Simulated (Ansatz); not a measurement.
Reaction (SMILES): [GeH3] (GeH3) → Ge atom + 3 H atom
B3LYP-D3(BJ)/def2-TZVP geometries, fixed; electronic energies without zero-point terms.
Largest species:
```xyz
4

Ge    -0.0167    -0.0237    -0.0294
H      0.5517    -0.9452     1.0702
H     -1.1244     0.8871     0.5402
H      1.1063     0.8180    -0.6708
```
Charge 0, spin multiplicity 2.

Basis-set convergence of the atomisation energy at CCSD(T) with Ansatz (a quantum-chemistry and plane-wave program). All functions are spherical. Cores are frozen (with 3d on Ga to Br). Open shells are unrestricted. No added dispersion term, no relativity. Functions are those of the species that has most. Reference: Hartree-Fock in aug-cc-pVQZ plus the correlation part extrapolated as X^-3 from aug-cc-pVTZ and aug-cc-pVQZ, 206.24 kcal/mol, itself unsure by roughly 0.60 kcal/mol (a third of the extrapolation step and of the last Hartree-Fock step). Deviations are taken from unrounded values.

```tsv
basis	functions	atomisation energy (kcal/mol)
cc-pVDZ	42	192.24
aug-cc-pVDZ	63	194.46
pcseg-1	42	190.48
aug-pcseg-1	63	192.74
def2-SVP	47	193.62
def2-SVPD	62	196.07
def2-TZVP	66	197.37
def2-TZVPD	81	198.61
cc-pVTZ	85	201.61
aug-cc-pVTZ	128	202.71
pcseg-2	85	201.27
aug-pcseg-2	128	201.88
def2-TZVPP	90	202.33
def2-TZVPPD	105	202.80
cc-pVQZ	158	204.59
aug-cc-pVQZ	231	204.97
pcseg-3	167	204.27
aug-pcseg-3	240	204.44
def2-QZVPP	179	204.67
def2-QZVPPD	194	204.73
```

What the diffuse functions change, pair by pair:
- cc-pVDZ to aug-cc-pVDZ: 21 more functions, deviation -13.99 to -11.78 kcal/mol
- pcseg-1 to aug-pcseg-1: 21 more functions, deviation -15.76 to -13.49 kcal/mol
- def2-SVP to def2-SVPD: 15 more functions, deviation -12.62 to -10.17 kcal/mol
- def2-TZVP to def2-TZVPD: 15 more functions, deviation -8.87 to -7.63 kcal/mol
- cc-pVTZ to aug-cc-pVTZ: 43 more functions, deviation -4.62 to -3.53 kcal/mol
- pcseg-2 to aug-pcseg-2: 43 more functions, deviation -4.96 to -4.35 kcal/mol
- def2-TZVPP to def2-TZVPPD: 15 more functions, deviation -3.90 to -3.44 kcal/mol
- cc-pVQZ to aug-cc-pVQZ: 73 more functions, deviation -1.64 to -1.26 kcal/mol
- pcseg-3 to aug-pcseg-3: 73 more functions, deviation -1.96 to -1.80 kcal/mol
- def2-QZVPP to def2-QZVPPD: 15 more functions, deviation -1.56 to -1.51 kcal/mol

Leaving out the reference's own pair, they bring the value nearer the reference by more than 0.60 kcal/mol in 6 of 9 pairs.
